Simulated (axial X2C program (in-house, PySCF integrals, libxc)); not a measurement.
HI⁻: cheaper levels and CCSD(T), with spin–orbit coupling

Calculated with an axial X2C code built on PySCF integrals. Two-component (2c) means X2C with spin–orbit coupling and atomic mean-field two-electron Coulomb and Gaunt terms. Basis: I dyall-acv3z [12s13p9d5f1g], H dyall-av3z [7s3p2d] (cores contracted in-house); Gaussian nuclei, density fitting, unrestricted open shells. Masses: I 126.904 u, H 1.008 u.

State: Ω = 1/2 (⟨Sz⟩ = 0.50, ⟨Lz⟩ = 0.00 at HF); fragments I- + H.

```csv
level,Re (Å),ωe (cm⁻¹),De (eV)
PBE0,2.302,531.8,0.269
MP2,2.519,325.3,0.089
CCSD,2.341,524.6,0.201
B97-3,2.391,503.3,0.208
```

Correlated methods: 9 electrons correlated (number of frozen shells: I 4 s, 3 p, 2 d; H none), 227 virtual spin orbitals or spinors in MP2, 90 natural virtuals in coupled cluster.

CCSD(T), same Hamiltonian and basis:

Re = 2.329 Å, ωe = 535.9 cm⁻¹, De = 0.22 eV; T1 = 0.018 (Lee–Taylor normalisation).

**Question.** Give the differences from CCSD(T) in the columns below.

**Answer.** 

```tsv
level	ΔRe (Å)	Δωe (cm⁻¹)
PBE0	-0.027	-4
MP2	0.190	-211
CCSD	0.012	-11
B97-3	0.062	-33
```

One determinant describes the state; a PBE0 search over occupations chose it and may have missed a lower one. Dissociation energies refer to the lowest single-determinant-based atoms at the same level and basis. Density functionals use the spin component along the axis (collinear). Coupled cluster ran in a truncated set of natural virtual spinors; the MP2 energy of the rest was added. (T) has no such correction and the atoms are truncated less, which lowers De at CCSD(T) by a hundredth of an eV or more. The highest occupied level of some functionals is positive through self-interaction error; at Hartree–Fock it is bound. The levels of this run spread widely (ωe from 325 to 536 cm⁻¹), so these constants depend on the method. The bond is weak, and without diffuse functions and with truncated virtuals even CCSD(T) can be tens of per cent off in De.
